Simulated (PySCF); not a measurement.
CH3Te, SMILES C[Te], multiplicity 2. Atoms are numbered in the order given.

```xyz
5

C     -1.8249    -0.0053     0.0000
Te     0.3359    -0.0003     0.0000
H     -2.1363     1.0390     0.0000
H     -2.1917    -0.4945    -0.8974
H     -2.1917    -0.4945     0.8974
```
Charge 0, spin multiplicity 2.

Geometry optimised at B3LYP-D3(BJ)/def2-TZVP. The isomer is the one that the SMILES or the coordinates give; other isomers of the formula were not compared. The def2 effective core potentials stand for the cores of Te; spin–orbit coupling is left out.

Calculation: PBE0/def2-TZVPD in PySCF.

Isolated molecule, no solvent.

| Property | Result |
|---|---|
| total energy | -307.88424 hartree |
| point group | Cs |
| α spin, highest occupied and lowest empty level | -6.22 and -0.64 eV |
| β spin, highest occupied and lowest empty level | -5.91 and -3.74 eV |
| dipole moment | 1.25 D |
| quadrupole, principal values (traceless, Buckingham form, about the centre of nuclear charge) | -4.71, 1.44, 3.28 D·Å |
| mean static polarisability | 55.7 bohr³ (8.25 Å³) |
| polarisability, principal values | 46.7, 53.9, 66.5 bohr³ |
| ⟨S²⟩ | 0.754 (pure state 0.75) |
